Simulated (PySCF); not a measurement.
## Working with the constants of BeSe⁻

UHF-CCSD(T) constants of BeSe⁻, ²Σ⁺ (doublet), unpaired electrons σ ↑ (PySCF, no relativity, basis sets Be aug-pcseg-1, Se aug-pcseg-1; masses 9.0122 and 79.9165 u):

```
ωe              : 716.4 cm⁻¹
ωexe            : 4.05 cm⁻¹
Be              : 0.52762 cm⁻¹
αe              : 0.00424 cm⁻¹
D (centrifugal) : 1.14e-06 cm⁻¹
De to Be + Se⁻  : 2.56 eV
```

Give the vibrational terms G(v) and spacings up to v = 6.

G(v) = ωe(v+½) − ωexe(v+½)².

```
v  G(v) (cm⁻¹)  G(v) − G(v−1)  Bv (cm⁻¹)
0        357.2                    0.5255
1       1065.5          708.3     0.5213
2       1765.7          700.2     0.5170
3       2457.8          692.1     0.5128
4       3141.8          684.0     0.5085
5       3817.7          675.9     0.5043
6       4485.5          667.8     0.5001
```

How well does the Morse estimate ωe²/(4ωexe) reproduce De, and what is D0?

It gives 3.93 eV, 153 % of the computed De. D0 = De − G(0) = 2.56 − 0.04 = 2.52 eV.

Correlated steps freeze 9 core orbitals. Correlated levels converge slowly with the basis: in double zeta they bind strong bonds too weakly, by up to about 1 eV, and carry superposition errors of some tenths. Spin–orbit coupling is left out. For an ion De counts to the pair picked by the measured ionisation energies or electron affinities, which need not be the lowest pair at this level. The state was picked by a PBE0 search and need not be the measured ground state.
